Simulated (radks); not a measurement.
Values are calculated unless marked as measured or tabulated.
Task: All-electron atom: Hf LXVIII in [He] 2s2 2p1. Level of theory: non-relativistic Kohn-Sham, PBE, spin-polarised, spherical densities, point nucleus; open shells are filled with parallel spins first (spin-orbit coupling, left out, can overturn this in heavy ions); relativity is left out, which matters for an element this heavy (a radial shooting solver on a logarithmic mesh with Libxc functionals). Some entries of the table are withheld. Estimate them.

orbital  occ.  eigenvalue (eV)  <r^2> (bohr^2)  r(max) (bohr)
1s up       1        -67632.70       0.0005880        0.01395
1s down     1        -67612.34       0.0005876        0.01394
2s up       1        -16194.37             (1)        0.07420
2s down     1        -16159.01             (2)        0.07426
2p up       1        -16006.44        0.006192        0.05725
2p down     0        -15962.84        0.006208        0.05731
3s up       0        -7052.879             (3)         0.1878
3s down     0        -7043.091             (4)         0.1880
3p up       0        -6989.765         0.03799         0.1738
3p down     0        -6978.819         0.03808         0.1740

Result: 
(1) 2s up <r^2> (bohr^2): 0.008518
(2) 2s down <r^2> (bohr^2): 0.008537
(3) 3s up <r^2> (bohr^2): 0.04300
(4) 3s down <r^2> (bohr^2): 0.04309
